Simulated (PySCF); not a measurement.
## AuSBr: one-bond stretch

These are results of UB3LYP/[Au def2-SVP with ECP60, S def2-SVP, Br def2-SVP], scalar-relativistic core potentials, density fitting, no spin–orbit coupling, PySCF, not measurements.

Rigid scan from the triplet minimum (Au–Br 2.397 Å, Au–S 2.214 Å; Br–Au–S 180.0°). Coordinate: the bond from Au to the last atom (Br) scaled, the rest fixed. Energies in kJ/mol from the minimum.

```json
{"scale of one bond": "0.92", "E (kJ/mol)": "31.2", "dipole size (D)": "1.53", "⟨S²⟩": "2.01"}
{"scale of one bond": "0.96", "E (kJ/mol)": "6.7", "dipole size (D)": "1.92", "⟨S²⟩": "2.01"}
{"scale of one bond": "1.00", "E (kJ/mol)": "0.0", "dipole size (D)": "2.29", "⟨S²⟩": "2.01"}
{"scale of one bond": "1.05", "E (kJ/mol)": "7.6", "dipole size (D)": "2.73", "⟨S²⟩": "2.01"}
{"scale of one bond": "1.12", "E (kJ/mol)": "34.7", "dipole size (D)": "3.29", "⟨S²⟩": "2.01"}
{"scale of one bond": "1.20", "E (kJ/mol)": "75.2", "dipole size (D)": "3.77", "⟨S²⟩": "2.01"}
{"scale of one bond": "1.35", "E (kJ/mol)": "149.4", "dipole size (D)": "4.21", "⟨S²⟩": "2.01"}
{"scale of one bond": "1.55", "E (kJ/mol)": "218.6", "dipole size (D)": "–", "⟨S²⟩": "2.01"}
{"scale of one bond": "1.80", "E (kJ/mol)": "223.3", "dipole size (D)": "–", "⟨S²⟩": "2.01"}
{"scale of one bond": "2.20", "E (kJ/mol)": "234.6", "dipole size (D)": "–", "⟨S²⟩": "2.01"}
```

Other spin states or occupations of the open shell can lie lower. No spin–orbit coupling is included, which matters more the heavier the element.

Other isomers or separated fragments may lie lower.

The scan took 33 s on 2 threads of a shared Arm Neoverse V2 host; the process peaked at 0.8 GiB. Launch command: `OMP_NUM_THREADS=2 python axn.py task.json out`.
